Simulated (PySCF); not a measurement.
**Adding and removing an electron: NaPb**

UHF-SCS-MP2; Na cc-pVDZ, Pb cc-pVDZ-PP with ECP60; scalar-relativistic core potentials (PySCF 2.14). Neutral (UHF): quartet (σ ↑, π ↑↑), Re = 3.003 Å, ωe = 172 cm⁻¹, De = 0.92 eV.

NaPb⁺ (UHF): triplet (σ ↑, π ↑), Re = 3.478 Å, ωe = 107 cm⁻¹. The energies at the minima are -353.77516 hartree for NaPb and -353.58035 for NaPb⁺.

(1) Work out the adiabatic ionisation energy, without and with harmonic zero-point energies (1 hartree = 27.2114 eV, 1 eV = 8065.5 cm⁻¹), and the change of the bond length.

Correlated steps freeze 5 core orbitals. Correlated levels converge slowly with the basis: in double zeta they bind strong bonds too weakly, by up to about 1 eV, and carry superposition errors of some tenths. These are scalar-relativistic numbers at best; spin–orbit coupling would shift them, the dissociation energy most. States were picked by a PBE0 search and need not be the measured ground states.

## Answers

(1) At UHF-SCS-MP2: 0.19481 hartree = 5.301 eV between the minima; the zero-point term (107.0 − 172.0)/2 cm⁻¹ = -0.004 eV makes it 5.297 eV. Re changes by +47.5 pm against the neutral. The electron leaves a π orbital, and the longer bond of the ion fits a bonding orbital, or a change in how ionic the bond is.
